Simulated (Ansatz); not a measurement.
```xyz
2

P     0.0000    0.0000   -0.8699
P     0.0000    0.0000    0.8699
```

Basis set: cc-pVDZ (spherical functions). Correlated methods keep 10 orbitals frozen. Charge 0, multiplicity 1.

Computed with Ansatz (development build ahead of 0.2.0); each method stands on the lowest determinant of its kind that the runs found. Restricted open shells among the atoms or ions are ROHF, correlated in semicanonical orbitals with singles.

Give the atomization energy at this shape (free ground-state atoms in the same class of orbitals less the molecule, no zero-point energy) of singlet P₂ by RHF-MP2, RHF.

```
 method  atomization energy
RHF-MP2             3.14 eV
    RHF             0.85 eV
```

Caution: no unrestricted run beside it, a lower state can exist; the shape is not the minimum.
